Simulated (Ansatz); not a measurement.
Computed with Ansatz on PBE0-D4/def2-TZVP structures; ΔE is electronic, products minus reactants. CBS: MP2 limit from def2 TZ/QZ plus the TZ coupled-cluster correction, frozen cores. DFT in def2-TZVPP. One conformer a species, not always the lowest.

`CBNCF` + `COB[SiH3]` → `CBBOC` + `FCN[SiH3]`  (redistribution)

`CBNCF`:

Cartesian coordinates in Å:
```
C 1.340 0.136 -1.475
B 0.176 -0.379 -0.567
N -0.294 0.359 0.526
C -1.305 -0.051 1.424
F -0.762 -0.494 2.622
H 2.161 -0.589 -1.479
H 1.749 1.107 -1.182
H 1.009 0.207 -2.517
H -0.372 -1.427 -0.779
H 0.138 1.241 0.761
H -1.977 0.773 1.681
H -1.862 -0.880 0.986
```

`COB[SiH3]`:

```xyz
11

C    -1.694   -1.217   -0.436
O    -0.468   -0.762    0.109
B     0.056    0.434   -0.194
Si    1.817    0.979    0.644
H    -2.387   -1.420    0.382
H    -1.511   -2.145   -0.981
H    -2.125   -0.472   -1.109
H    -0.539    1.153   -0.962
H     2.828    1.235   -0.423
H     1.650    2.256    1.396
H     2.372   -0.042    1.575
```

`CBBOC`:

```xyz
13

C    -0.513   -1.609   -1.127
B     0.661   -0.817   -0.469
B     0.858    0.854   -0.530
O     0.411    1.782    0.341
C    -0.334    1.433    1.487
H    -1.180   -1.039   -1.776
H    -1.116   -1.981   -0.283
H    -0.179   -2.512   -1.646
H     1.507   -1.482    0.078
H     1.481    1.317   -1.459
H    -0.447    0.347    1.583
H    -1.324    1.890    1.427
H     0.175    1.816    2.374
```

`FCN[SiH3]`:

Cartesian coordinates in Å:
```
F -1.690 0.107 -1.329
C -1.277 0.491 -0.046
N 0.115 0.648 0.055
Si 1.216 -0.686 0.168
H -1.798 1.427 0.169
H -1.619 -0.295 0.631
H 0.455 1.512 -0.339
H 2.494 -0.165 0.714
H 0.596 -1.666 1.096
H 1.508 -1.373 -1.120
```

```csv
species,PBE0 energy (Eh)
`CBNCF`,-259.72687
`COB[SiH3]`,-431.66243
`CBBOC`,-205.77156
`FCN[SiH3]`,-485.57519
```

(1) Work out ΔE.

Largest T1 diagnostic among the species: 0.014.

Answers

(1) ΔE = (-205.77156) + (-485.57519) − (-259.72687) − (-431.66243) = 0.04255 Eh = +111.7 kJ/mol. CCSD(T)/CBS gives +105.4 kJ/mol.

From PBE to PBE0 (25 % exact exchange), in def2-TZVPP and without D4, ΔE moves by −3.1 kJ/mol. In def2-TZVPP, CCSD(T) changes the Hartree–Fock value by +12.0 kJ/mol (the triples alone add +2.6 kJ/mol) and MP2 by +9.2 kJ/mol.
